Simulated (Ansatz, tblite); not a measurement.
XPt3: E(high spin) − E(low spin) (eV) at several levels, gas phase, relaxed structures; Ansatz, xTB through tblite. Each state is relaxed at the level in the geometry column; the other columns are single points. Clusters are the lowest isomers that short searches found in that spin, judged at the geometry's level. Core potentials for Mo, Pt, W in the def2 sets, no spin–orbit coupling. xTB has no spin-polarisation term. Singlets are spin-restricted. The structures are stationary points that may keep the symmetry of their start. Remarks come from the PBE and PBE0 runs and from stability tests at other levels; not every state was tested. HOMO above LUMO (over both spins in singlets and doublets, within one spin in higher multiplets; at PBE or PBE0), or a gap under 0.15 eV within one spin, warns that the state may not be the lowest or that an electron is smeared out.

| species | state | geometry | GFN1-xTB | GFN2-xTB | PBE-D4/def2-TZVP | r2SCAN-D4/def2-TZVP | PBE0-D4/def2-TZVP | HSE06-D4/def2-TZVP | remarks |
| --- | --- | --- | --- | --- | --- | --- | --- | --- | --- |
| LiPt3 | quartet − doublet | PBE-D4/def2-TZVP | 1.06 | 1.16 | 0.66 | 0.58 | 0.83 | 0.82 | gap within one spin near zero at PBE or PBE0 (quartet) |
| KPt3 | quartet − doublet | r2SCAN-D4/def2-SVP | 1.13 | 1.03 | 0.52 | 0.41 | 0.66 | 0.65 | gap within one spin near zero at PBE or PBE0 (quartet) |
| MoPt3 | quintet − singlet | PBE-D4/def2-SVP | 2.20 | 1.63 | 1.27 | 0.83 | 0.36 | 0.39 | triplet lowest at PBE0, restricted, untested |

Task: Estimate the rows for Pt3W (quintet − singlet, PBE-D4/def2-SVP geometry).

Result: 
| species | state | geometry | GFN1-xTB | GFN2-xTB | PBE-D4/def2-TZVP | r2SCAN-D4/def2-TZVP | PBE0-D4/def2-TZVP | HSE06-D4/def2-TZVP | remarks |
| --- | --- | --- | --- | --- | --- | --- | --- | --- | --- |
| Pt3W | quintet − singlet | PBE-D4/def2-SVP | 2.61 | 6.94 | 1.85 | 1.37 | 1.14 | – | gap within one spin near zero at PBE or PBE0 (quintet) |
